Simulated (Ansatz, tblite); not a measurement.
Removing an electron: MoO2(NH2)2 (MoN2O2H4). Charge 0, multiplicity 1. Geometry: PBE0-D4/def2-SVP. Ansatz, gas phase; energy differences of separate SCF runs; the oxidised species was run as a doublet alone.

```tsv
atom	x (Å)	y (Å)	z (Å)
Mo1	0.3300	-0.4706	-0.3111
O2	1.0744	-1.7433	0.4971
O3	0.5021	-0.5050	-1.9834
N4	1.1164	1.1711	0.3270
H5	1.2134	2.0132	-0.2327
H6	1.5523	1.2788	1.2382
N7	-1.5560	-0.5443	0.0873
H8	-1.9465	-0.9674	0.9241
H9	-2.2861	-0.2327	-0.5465
```

In the def2 sets Mo takes a core potential; there is no spin–orbit coupling. The xTB rows come from tblite. LC-ωPBE has ω = 0.4 bohr⁻¹. B3LYP takes the VWN-RPA correlation.

```json
{"level": "GFN1-xTB", "−HOMO (eV)": "11.49", "vertical IE (eV)": "14.90", "−LUMO (eV)": "7.34", "HOMO–LUMO gap (eV)": "4.15", "remarks": "–"}
{"level": "GFN2-xTB", "−HOMO (eV)": "11.23", "vertical IE (eV)": "14.50", "−LUMO (eV)": "6.94", "HOMO–LUMO gap (eV)": "4.29", "remarks": "–"}
{"level": "PBE-D4/def2-TZVP", "−HOMO (eV)": "6.29", "vertical IE (eV)": "9.36", "−LUMO (eV)": "2.58", "HOMO–LUMO gap (eV)": "3.71", "remarks": "–"}
{"level": "revPBE-D4/def2-TZVP", "−HOMO (eV)": "6.21", "vertical IE (eV)": "9.31", "−LUMO (eV)": "2.50", "HOMO–LUMO gap (eV)": "3.72", "remarks": "–"}
{"level": "r2SCAN-D4/def2-TZVP", "−HOMO (eV)": "6.60", "vertical IE (eV)": "9.42", "−LUMO (eV)": "2.51", "HOMO–LUMO gap (eV)": "4.09", "remarks": "–"}
{"level": "B3LYP-D4/def2-TZVP", "−HOMO (eV)": "7.44", "vertical IE (eV)": "9.64", "−LUMO (eV)": "2.00", "HOMO–LUMO gap (eV)": "5.43", "remarks": "–"}
{"level": "PBE0-D4/def2-TZVP", "−HOMO (eV)": "7.66", "vertical IE (eV)": "9.60", "−LUMO (eV)": "1.76", "HOMO–LUMO gap (eV)": "5.91", "remarks": "–"}
{"level": "LC-ωPBE/def2-TZVP", "−HOMO (eV)": "10.39", "vertical IE (eV)": "9.99", "−LUMO (eV)": "-0.54", "HOMO–LUMO gap (eV)": "10.93", "remarks": "spin-contaminated (⟨S²⟩ 0.86) (+1 doublet)"}
{"level": "ωB97X-V/def2-TZVP", "−HOMO (eV)": "10.00", "vertical IE (eV)": "9.83", "−LUMO (eV)": "-0.47", "HOMO–LUMO gap (eV)": "10.47", "remarks": "spin-contaminated (⟨S²⟩ 0.84) (+1 doublet)"}
```

Run but left out: HF/def2-TZVP (charge +1 doublet: ⟨S²⟩ 1.57, where a pure state has 0.75).  Raw xTB energy differences between charge states are shifted by several eV; the methods need an empirical correction for them.
